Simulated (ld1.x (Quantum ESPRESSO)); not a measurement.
silicon: variants of one RRKJ potential

Base potential:

Si (Z = 14), norm-conserving RRKJ (Kleinman–Bylander form), made with ld1.x (Quantum ESPRESSO) 7.5 (PBE, scalar-relativistic). Core [Ne], reference 3s1 3p3. Waves: 3p (bound): rc 2.15 bohr; 3s (bound): rc 1.80 bohr. Local part: the s channel. Core correction: Bessel-smoothed model core, default radius (core density twice the valence density). rho0 = 0.001.

All-electron outer shells of the reference configuration (PBE, scalar-relativistic, ld1.x):

| shell | level (eV) | outermost node (bohr) | outermost maximum (bohr) |
| --- | --- | --- | --- |
| 2s | -141.15 | 0.15 | 0.45 |
| 2p | -97.20 | – | 0.39 |
| 3s | -11.56 | 0.72 | 1.77 |
| 3p | -4.67 | 0.72 | 2.11 |

Cutoffs, loose and tight: the cutoffs (Ry, on a coarse ladder) from which the occupation-weighted sum of valence levels, in a spherical-Bessel basis at the reference potential, stays within 10 and 1 mRy of its value at 400 Ry. They do not see the model core or the augmentation charge, which bear on the density cutoff. Test errors are all-electron minus pseudo excitation energies from the reference, over the configurations 3s2 3p2; 3s2 3p1; 3s2 3p0; 3s1 3p0; 3s1 3p2; 3s2 3p2.3; 3s0 3p4. A dash means not determined; rows that change the core or the reference have their own tests.

The default core radius of the base comes out at 1.15 bohr.

```tsv
change	outcome	cutoff, loose	cutoff, tight	bound ghosts	largest test error (meV)
base	generated	18 Ry	35 Ry	none	+88
all radii but the core radius scaled by about 1.24 (s 2.22, p 2.66 bohr)	generated	10 Ry	25 Ry	none	+109
local potential all-electron potential smoothed inside 1.50 bohr (lloc = -2)	generated	18 Ry	35 Ry	none	+89
core [He], valence charge 12; reference 2s2 2p6 3s2 3p1.75; waves now 2s (bound): rc 0.30 bohr; 2p (bound): rc 0.65 bohr; local potential all-electron potential smoothed inside 0.25 bohr (lloc = -1)	failed: compute_chi: n is too large	–	–	–	–
core correction Bessel-smoothed model core inside 2.14 bohr	generated	18 Ry	35 Ry	none	+52
functional LDA (PZ)	failed: compute_chi: n is too large	–	–	–	–
wave 3p (bound): rc 2.15 bohr becomes 3p (bound): rc 2.06 bohr	generated	21 Ry	35 Ry	none	+82
wave 3s (bound): rc 1.80 bohr becomes 3s (bound): rc 1.70 bohr	generated	18 Ry	35 Ry	none	+87
reference 3s2 3p0	generated	15 Ry	40 Ry	none	+35
wave 3s (bound): rc 1.80 bohr becomes 3s (bound): rc 1.10 bohr	generated	70 Ry	200 Ry	none	+143
```

**Question.** What comes out with this change to the base: wave 3p (bound): rc 2.15 bohr becomes 3p (bound): rc 1.72 bohr?

**Answer.** outcome: generated; cutoff, loose: 12 Ry; cutoff, tight: 35 Ry; bound ghosts: none; largest test error (meV): +53.
